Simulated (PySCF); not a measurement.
Os²⁺ (osmium, charge +2): UHF calculation

Configuration: [Xe] 4f14 5d6, high-spin 5D determinant. Calculation: PySCF 2.14, in aug-cc-pwCVDZ-PP with ECP60MDF (6s6p5d3f, 70 functions); scalar relativity through the core potential.

| Property | Result |
| --- | --- |
| Total energy | -89.239295 hartree |
| One-electron energy | -145.4959 hartree |
| Hartree (Coulomb) energy | 64.6962 hartree |
| Exchange energy | -8.4396 hartree |
| ⟨S²⟩ | 6.0040 |
| ⟨L²⟩ | 6.067 |
| Sum of ⟨r⟩ | 19.46 bohr |
| Sum of ⟨r²⟩ | 31.75 bohr² |
| Traceless quadrupole moment −½Σ⟨3z² − r²⟩ along its main axis | 0.722 e·bohr² |

| shell | electrons | mean orbital energy (hartree) | spread (hartree) | rms radius, mean of both spins (bohr) |
| --- | --- | --- | --- | --- |
| 5s α | 1 | -4.66288 | 0 | 1.09 |
| 5s β | 1 | -4.46343 | 0 | 1.09 |
| 5p α | 3 | -3.04610 | 0.05190 | 1.26 |
| 5p β | 3 | -2.76107 | 0.03539 | 1.26 |
| 5d α | 5 | -1.09563 | 0.06424 | 1.82 |
| 5d β | 1 | -0.95667 | 0 | 1.82 |

Energies and moments cover only the electrons outside the core potential. Spin-orbit coupling, absent here, splits the open shell strongly.
